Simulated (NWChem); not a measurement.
System: C4H6S; SMILES C#CCCS

NWChem input:

```
start job
memory heap 200 mb stack 900 mb global 1100 mb
geometry units angstroms noautosym nocenter noautoz
  C      0.950568    -2.416429     0.152984
  C      0.054586    -1.631362    -0.062508
  C     -1.029348    -0.687413    -0.301640
  C     -0.872490     0.650582     0.422795
  S      0.584338     1.625310    -0.054026
  H      1.750478    -3.108787     0.339158
  H     -1.981877    -1.147372     0.017877
  H     -1.126958    -0.510625    -1.386985
  H     -1.781513     1.256084     0.289581
  H     -0.752145     0.482694     1.503760
  H      0.173562     1.911380    -1.309242
end
basis spherical
  C library 6-31g*
  S library 6-31g*
  H library 6-31g*
end
dft
  xc pbe0
  iterations 150
end
property
  efieldgrad
end
task dft property
```

Geometry: optimised at PBE0/def2-SVP.

Vzz is the largest principal value of the second derivative of the potential at the nucleus (NWChem prints the opposite sign); η is the asymmetry. Non-relativistic.

Atoms are numbered as in the input.

Q: Give the results of this calculation. (PBE0/6-31G* (spherical d).) Quantities: Vzz S5 (a.u.); η S5.

A: 
```json
{
  "Vzz S5 (a.u.)": "-2.731",
  "η S5": "0.61"
}
```
